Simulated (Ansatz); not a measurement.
Total energies of C$_{2}$H$_{6}$GaS (`C[S][Ga][CH3]`) radical.

Z-matrix (Å, degrees):
```
C
S 1 1.822
H 1 1.089 2 111.5
H 1 1.089 2 111.5 3 122.9
H 1 1.090 2 106.9 3 -118.5
Ga 2 2.226 1 102.6 3 -61.3
C 6 1.997 2 118.0 1 -0.0
H 7 1.093 6 108.8 2 58.7
H 7 1.089 6 111.7 2 179.6
H 7 1.093 6 108.7 2 -59.6
```

Charge 0, multiplicity 2. Correlated methods include outer-core shells of Ga, which these sets cover unevenly. Scalar relativity is left out up to krypton. All single points use the PBE0-D4/def2-TZVP geometry. It is one conformer, not always the lowest. Basis def2-TZVPP, Ansatz.

RPA on PBE orbitals: Hartree–Fock energy of these orbitals -2399.99740 Eh, correlation -1.23223 Eh (frozen core).

| functional | energy without D4 (Eh) | D4 term (kJ/mol) |
| --- | --- | --- |
| r2SCANh | -2402.81118 | -5.4 |
| HSE06 (plane-wave form) | -2402.40912 | -16.9 |

Problem. Give the same for LDA (SPW92), PBE, revPBE, BLYP, r2SCAN, B97M-V, PBE0, B3LYP, r2SCAN0, BHLYP, CAM-B3LYP, LC-ωPBE, ωB97X-V, ωB97M-V, B2PLYP, PBE-QIDH. (Best estimate.)

Solution. Computed: 
| functional | energy without D4 (Eh) | D4 term (kJ/mol) |
| --- | --- | --- |
| LDA (SPW92) | -2397.74450 | – |
| PBE | -2402.33567 | -21.1 |
| revPBE | -2402.67880 | -59.2 |
| BLYP | -2402.93240 | -45.6 |
| r2SCAN | -2402.82662 | -5.0 |
| B97M-V | -2402.44119 | – |
| PBE0 | -2402.42200 | -18.0 |
| B3LYP | -2402.98800 | -34.3 |
| r2SCAN0 | -2402.78950 | -6.1 |
| BHLYP | -2402.83130 | -28.5 |
| CAM-B3LYP | -2402.98982 | -18.5 |
| LC-ωPBE | -2402.49537 | – |
| ωB97X-V | -2402.64777 | – |
| ωB97M-V | -2402.73342 | – |
| B2PLYP | -2402.34126 | – |
| PBE-QIDH | -2401.98610 | – |

B3LYP takes the VWN-RPA correlation (the form of Gaussian; ORCA's B3LYP/G). HSE06 is the plane-wave form, built on full-range PBE exchange. The double hybrids freeze the cores in their second-order part.

LC-ωPBE has ω = 0.4 bohr⁻¹.
